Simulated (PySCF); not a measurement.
**Ionising KSn**

PBE; basis K x2c-SVPall, Sn x2c-SVPall; spin-free X2C with a Gaussian nucleus; PySCF 2.14. Neutral (UKS): quartet (σ ↑, π ↑↑), Re = 3.284 Å, ωe = 131 cm⁻¹, De = 1.31 eV, HOMO -2.89 eV, LUMO -2.25 eV.

KSn⁺ (UKS): triplet (σ ↑, π ↑), Re = 3.897 Å, ωe = 68.3 cm⁻¹, De = 0.41 eV to K⁺ + Sn. The energies at the minima are -6777.32799 hartree for KSn and -6777.13154 for KSn⁺.

Work out the adiabatic ionisation energy, without and with harmonic zero-point energies (1 hartree = 27.2114 eV, 1 eV = 8065.5 cm⁻¹), and the change of the bond length.

At PBE: 0.19645 hartree = 5.346 eV between the minima; the zero-point term (68.3 − 131.0)/2 cm⁻¹ = -0.004 eV makes it 5.342 eV. Re changes by +61.3 pm against the neutral. The electron leaves a π orbital, and the ion is left as a loose complex of an ion and an atom.

Weak bonds: KSn⁺. Basis-set superposition, not corrected here, can be much of De in a small basis, most of all at correlated wavefunction levels. Spin–orbit coupling is left out, which matters for elements this heavy, above all for dissociation energies. For an ion De counts to the pair picked by the measured ionisation energies or electron affinities, which need not be the lowest pair at this level. States were picked by a PBE0 search and need not be the measured ground states.
